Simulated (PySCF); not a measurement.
Input for PySCF: D3(BJ) and D4 dispersion corrections on H2OPb (SMILES [OH][PbH]), a point of a torsion scan.

```python
from pyscf import gto
from pyscf.dispersion import dftd3, dftd4

mol = gto.M(
    atom='''
    O    -1.14423859    0.23363538    0.17582702
    Pb    0.82426769    0.99819295   -0.12336568
    H    -1.42985653   -0.62825480   -0.11010700
    H     1.73345307   -0.62601410   -0.09467437
    ''',
    basis='def2-svp',
    charge=0, spin=0, verbose=0, max_memory=1800)
d3, d4 = {}, {}
for xc in ['hf', 'pbe', 'blyp', 'revpbe', 'tpss', 'r2scan', 'b3lyp', 'pbe0', 'bhlyp', 'camb3lyp', 'b2plyp']:
    d3[xc] = float(dftd3.DFTD3Dispersion(mol, xc=xc, version='d3bj', atm=False).get_dispersion()['energy'])
    print(f'D3(BJ) {xc:10s} {d3[xc]:14.8f} Eh')
for xc in ['hf', 'pbe', 'blyp', 'revpbe', 'tpss', 'r2scan', 'b3lyp', 'pbe0', 'bhlyp', 'camb3lyp', 'b2plyp']:
    d4[xc] = float(dftd4.DFTD4Dispersion(mol, xc={'camb3lyp': 'cam-b3lyp'}.get(xc, xc), atm=True).get_dispersion()['energy'])
    print(f'D4     {xc:10s} {d4[xc]:14.8f} Eh')
```

The log:

```
D3(BJ) hf            -0.01652155 Eh
D3(BJ) pbe           -0.00169916 Eh
D3(BJ) blyp          -0.00401041 Eh
D3(BJ) revpbe        -0.00410364 Eh
D3(BJ) tpss          -0.00222383 Eh
D3(BJ) r2scan        -0.00043359 Eh
D3(BJ) b3lyp         -0.00335319 Eh
D3(BJ) pbe0          -0.00154287 Eh
D3(BJ) bhlyp         -0.00295969 Eh
D3(BJ) camb3lyp      -0.00153550 Eh
D3(BJ) b2plyp        -0.00172237 Eh
D4     hf            -0.00684585 Eh
D4     pbe           -0.00193499 Eh
D4     blyp          -0.00426906 Eh
D4     revpbe        -0.00530468 Eh
D4     tpss          -0.00259457 Eh
D4     r2scan        -0.00039923 Eh
D4     b3lyp         -0.00320689 Eh
D4     pbe0          -0.00161373 Eh
D4     bhlyp         -0.00277858 Eh
D4     camb3lyp      -0.00165920 Eh
D4     b2plyp        -0.00131562 Eh
```

The run finished.

Cost: about 0.03 core-seconds (a rough figure).
